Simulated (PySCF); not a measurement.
# Basis and Hamiltonian dependence of the ionisation energy of I²⁺

I²⁺ [Kr] 4d10 5s2 5p3 (4S) → I³⁺ [Kr] 4d10 5s2 5p2 (3P). Calculated with PySCF 2.14 from differences of total energies of unrestricted determinants, without spin-orbit coupling. Values in eV.

```csv
basis,Hamiltonian,functions,UHF,LDA,PBE0,MP2 (valence),CCSD(T) (valence),CCSD(T) (valence and next inner shell)
cc-pVDZ-PP with ECP28MDF,ECP,23,29.805,n/a,n/a,30.095,30.061,n/a
def2-SVP with the def2 core potential (28 electrons),ECP,26,29.845,n/a,n/a,30.141,30.104,n/a
aug-cc-pVDZ-PP with ECP28MDF,ECP,32,29.823,30.464,30.382,30.114,30.082,n/a
x2c-SVPall,spin-free X2C,36,29.920,n/a,n/a,30.188,30.158,n/a
aug-cc-pwCVDZ-PP with ECP28MDF,ECP,48,29.813,30.446,30.361,30.138,30.105,30.190
aug-cc-pVTZ-PP with ECP28MDF,ECP,55,29.856,30.485,30.399,30.293,30.300,n/a
ANO-RCC-VTZP,spin-free X2C,68,29.907,30.540,30.441,30.351,30.366,30.501
"x2c-TZVPPall with one added diffuse shell each of s, p, d, f type",spin-free X2C,76,29.839,30.479,30.386,30.235,30.241,30.366
def2-QZVPPD with the def2 core potential (28 electrons),ECP,91,29.882,30.505,30.423,30.373,30.381,n/a
aug-cc-pwCVTZ-PP with ECP28MDF,ECP,96,29.841,30.469,30.384,30.296,30.306,n/a
"aug-cc-pwCVTZ-DK3 with one added diffuse shell each of s, p, d, f type",spin-free X2C,125,29.850,30.499,30.402,30.303,30.313,n/a
"x2c-QZVPPall with one added diffuse shell each of s, p, d, f type",spin-free X2C,128,29.860,30.506,30.408,30.342,n/a,n/a
dyall-av2z,non-relativistic,130,29.655,30.324,30.228,29.982,29.933,n/a
```

Task: Estimate the row for x2c-QZVPPall (spin-free X2C, 112 functions).

Result: From the rows with the same Hamiltonian and similar size; the calculation gives UHF 29.86; LDA 30.51; PBE0 30.41; MP2 (valence) 30.34; CCSD(T) (valence) 30.35 (eV).

Frozen in the all-electron rows: valence: [Kr] 4d10; valence and next inner shell: [Ar] 3d10; with a core potential, the same shells as far as they lie outside it.

Non-relativistic rows lack the scalar-relativistic shift.

Between the lowest levels the reference is 29.57 ± 0.025 eV (measured; NIST Atomic Spectra Database, ionization energies); it includes spin-orbit coupling, which these numbers lack.
